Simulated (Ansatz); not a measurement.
Start from `[CH3][Nb](=[O])([F])[F]` and change one element to get `[CH3][Nb]([F])([F])=[S]`.

Ansatz, PBE0-D4/def2-TZVP geometries, multiplicity 1. 

Elements past krypton have def2 core potentials.

```tsv
property	`[CH3][Nb](=[O])([F])[F]`
LUMO energy (B3LYP/def2-TZVPP) / eV	-2.48
ideal-gas entropy at 298 K and 1 bar (rigid rotor, harmonic PBE0-D4/def2-TZVP) / J/(mol·K)	354
HOMO–LUMO gap (PBE/def2-TZVPP) / eV	4.50
size of the dipole moment (PBE/def2-TZVPP) / D	2.12
HOMO energy (PBE/def2-TZVPP) / eV	-7.57
LUMO energy (PBE0/def2-TZVPP) / eV	-2.20
```

Q: What does the change do to each property? (Estimate.)

A: Ansatz gave: 
| property | `[CH3][Nb]([F])([F])=[S]` | shift |
| --- | --- | --- |
| LUMO energy (B3LYP/def2-TZVPP) / eV | -2.72 | -0.24 |
| ideal-gas entropy at 298 K and 1 bar (rigid rotor, harmonic PBE0-D4/def2-TZVP) / J/(mol·K) | 364 | 10 |
| HOMO–LUMO gap (PBE/def2-TZVPP) / eV | 3.55 | -0.95 |
| size of the dipole moment (PBE/def2-TZVPP) / D | 2.16 | 0.04 |
| HOMO energy (PBE/def2-TZVPP) / eV | -6.88 | 0.69 |
| LUMO energy (PBE0/def2-TZVPP) / eV | -2.50 | -0.30 |

With PBE0 the HOMO rises by 0.91 eV and the LUMO falls by 0.30 eV, so the gap narrows by about 1.21 eV. PBE moves the HOMO by 0.69 eV and ωB97M-V by 1.08 eV. Dipoles are sizes alone; their direction can turn.

Positive LUMOs are unbound, so they and the gaps depend on the basis.

B3LYP here is the variant with VWN-RPA as its local correlation; programs differ in this.
